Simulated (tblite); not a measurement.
A tight-binding relaxation on `s1c([SiH3])[c]c(c1C#N)C#N` [radical].

Computed with GFN2-xTB geometry optimisation, gas phase (tblite 0.8.0). Start geometry: from a force field or distance geometry. The command runs a driver script over a list of jobs; the input below is this job's line of settings and its coordinates in Å.

Command:
```bash
OMP_NUM_THREADS=1 python probes_run.py task.json out
```

Input:
```
{"job": {"kind": "relax", "xc": "GFN2-xTB", "basis": "xTB"}, "charge": 0, "multiplicity": 2}
N     -3.351900     2.068500    -0.544800
C     -2.430300     1.411000    -0.385200
C     -1.263500     0.582900    -0.164300
C      0.057500     1.080900    -0.221900
C      1.010900     0.103700     0.023700
Si     2.864600     0.163100     0.073600
S      0.263800    -1.415600     0.287200
C     -1.306400    -0.761300     0.104400
C     -2.485800    -1.570400     0.215400
N     -3.453800    -2.214400     0.310400
H      3.339300    -0.263200     1.416200
H      3.322500     1.549200    -0.181000
H      3.428900    -0.733900    -0.951600
```

Output:
```
step      E/eV     max force
  0    -679.92205    2.542
  1    -680.02690    5.220
  2    -680.06089    3.454
  3    -680.15738    0.846
  4    -680.16974    0.616
  5    -680.16934    0.857
  6    -680.17665    0.166
  7    -680.17842    0.130
  8    -680.18106    0.161
  9    -680.18259    0.149
... (14 lines left out)
 24    -680.18924    0.052
 25    -680.18957    0.057
 26    -680.18998    0.082
 27    -680.19042    0.087
 28    -680.19070    0.049
 29    -680.19080    0.020
 30    -680.19083    0.014
 31    -680.19085    0.016
 32    -680.19086    0.013
 33    -680.19087    0.007
```

«max force» is the largest atomic force in eV/Å.

Problem. From which step on does the largest force stay under 0.1 eV/Å, and how much energy is left to gain from there?

Solution. From step 13 (0.075 eV/Å), 5.3 meV above the end.

Summary of the converged run: energy lowered by 6.2 kcal/mol over 33 steps; largest atomic force 0.007 eV/Å at the end.

Problem. Give the final coordinates.

Solution. 0.070 Å rms from the input after alignment:
```
atom  x, y, z in Å
N1    -3.2644    2.1159   -0.5537
C2    -2.3752    1.4148   -0.3777
C3    -1.2655    0.5798   -0.1669
C4     0.0791    0.9693   -0.1932
C5     1.0251    0.0637    0.0255
Si6    2.9050    0.2025    0.0712
S7     0.2282   -1.4994    0.3089
C8    -1.3434   -0.7841    0.1040
C9    -2.5029   -1.5517    0.2128
N10   -3.4519   -2.1910    0.3036
H11    3.3315   -0.2259    1.4026
H12    3.2055    1.6038   -0.1971
H13    3.4245   -0.6972   -0.9577
```

Time: 0.9 s of wall time. Hardware: Intel Xeon at 2.50 GHz, one thread (shared host).
Labels such as C1 count atoms from 1, the log's own numbers from 0.
